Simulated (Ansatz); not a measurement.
One change: `OC[CH2][GaH2]` becomes `B[CH]([GaH2])CO`.

Ansatz, PBE0-D4/def2-TZVP geometries, multiplicity 1. Each molecule was computed in one conformer, which needn't be the lowest. `OC[CH2][GaH2]` holds a close contact that its SMILES doesn't draw: Ga···O 2.21 Å. `B[CH]([GaH2])CO` holds a close contact that its SMILES doesn't draw: O···Ga 2.13 Å.

Scalar relativity is left out up to krypton.

```json
{"property": "HOMO–LUMO gap (PBE0/def2-TZVPP) / eV", "`OC[CH2][GaH2]`": "6.93"}
{"property": "HOMO–LUMO gap (ωB97M-V/def2-TZVPP) / eV", "`OC[CH2][GaH2]`": "10.69"}
{"property": "LUMO energy (PBE0/def2-TZVPP) / eV", "`OC[CH2][GaH2]`": "-0.34"}
{"property": "HOMO energy (B3LYP/def2-TZVPP) / eV", "`OC[CH2][GaH2]`": "-7.06"}
{"property": "HOMO energy (PBE0/def2-TZVPP) / eV", "`OC[CH2][GaH2]`": "-7.27"}
{"property": "LUMO energy (ωB97M-V/def2-TZVPP) / eV", "`OC[CH2][GaH2]`": "1.22"}
```

Question: What does the change do to each property? (Estimate.)

Answer: Ansatz gave: 
```csv
property,`B[CH]([GaH2])CO`,shift
HOMO–LUMO gap (PBE0/def2-TZVPP) / eV,6.53,-0.40
HOMO–LUMO gap (ωB97M-V/def2-TZVPP) / eV,10.36,-0.33
LUMO energy (PBE0/def2-TZVPP) / eV,-0.98,-0.64
HOMO energy (B3LYP/def2-TZVPP) / eV,-7.29,-0.23
HOMO energy (PBE0/def2-TZVPP) / eV,-7.51,-0.24
LUMO energy (ωB97M-V/def2-TZVPP) / eV,0.71,-0.51
```

With PBE0 the HOMO falls by 0.24 eV and the LUMO falls by 0.64 eV, so the gap narrows by about 0.40 eV. PBE moves the HOMO by -0.36 eV and ωB97M-V by -0.18 eV.

B3LYP here is the variant with VWN-RPA as its local correlation; programs differ in this.
